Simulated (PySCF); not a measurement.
Compound: C4H11BO2.
SMILES: `C(OBOCC)C`

Torsions of this conformer, `[CH3:1][CH2:2][O:3][BH:4][O:5][CH2:6][CH3:7]`: C1–C2–O3–B4 -104°, C2–O3–B4–O5 177°, O3–B4–O5–C6 1°, B4–O5–C6–C7 84°.

The closed-shell ground state was solved at several levels (PySCF, density fitting, gas phase, non-relativistic). Isolated species at its PBE0-D3(BJ)/def2-SVP geometry (one conformer only).

| level | basis functions | HOMO (eV) | LUMO (eV) | gap (eV) | dipole (D) |
| --- | --- | --- | --- | --- | --- |
| PBE0/pcSseg-1 | 174 | -8.19 | 1.04 | 9.23 | 1.75 |
| B3LYP/pcJ-1 | 299 | -7.93 | 0.78 | 8.71 | 1.74 |

(1) What might B3LYP/def2-SVPD (234 basis functions) give for the same quantities?

(2) Over all these levels, which gives the widest orbital gap and which the narrowest?

(3) How far do the dipole and the HOMO energy spread over the levels?

## Answers

(1) HOMO -8.01 eV, LUMO 0.36 eV, gap 8.37 eV, dipole 1.70 D.

(2) PBE0/pcSseg-1 (global hybrid, 25 % exact exchange) has the widest, 9.23 eV, and B3LYP/def2-SVPD (global hybrid, 20 % exact exchange) the narrowest, 8.37 eV. Functional and basis both differ between the two, so the spread mixes both effects.

(3) The dipole runs from 1.70 to 1.75 D (mean 1.73 D) and the HOMO from -8.19 to -7.93 eV.
